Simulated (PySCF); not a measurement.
C5H4F2.

```xyz
11

C      3.4043     0.4139     0.0000
C      2.4251    -0.5016     0.0000
C      1.0381    -0.1879     0.0000
C     -0.1538     0.0417     0.0000
C     -1.5774     0.3784     0.0000
F     -2.1889    -0.1313     1.0911
F     -2.1889    -0.1313    -1.0911
H      4.4528     0.1079     0.0000
H      3.1854     1.4847     0.0000
H      2.6757    -1.5689     0.0000
H     -1.7312     1.4724     0.0000
```

Geometry: PBE0-D3(BJ)/def2-SVP. The structure was generated by enumeration, and PubChem lists no compound with its InChIKey, so it may never have been made.

These are B3LYP/pcSseg-1 in PySCF values and carry that method's errors. Non-relativistic, no solvent.

Computed absolute GIAO shielding of each atom: isotropic value and principal components (ppm):
```tsv
atom	σ(iso)	σ11	σ22	σ33	span
C1	37.7	-92.2	48.4	156.9	249.1
C2	55.1	-59.8	70.0	155.3	215.1
C3	88.7	4.1	6.0	256.2	252.1
C4	89.3	18.4	24.3	225.3	206.9
C5	70.1	50.2	68.3	91.9	41.8
F6	295.6	174.7	335.2	377.1	202.5
F7	295.6	174.7	335.2	377.1	202.5
H8	25.5	22.3	25.4	28.8	6.5
H9	25.3	21.3	25.1	29.5	8.3
H10	25.4	22.7	25.7	27.9	5.2
H11	25.0	22.8	23.5	28.6	5.8
```
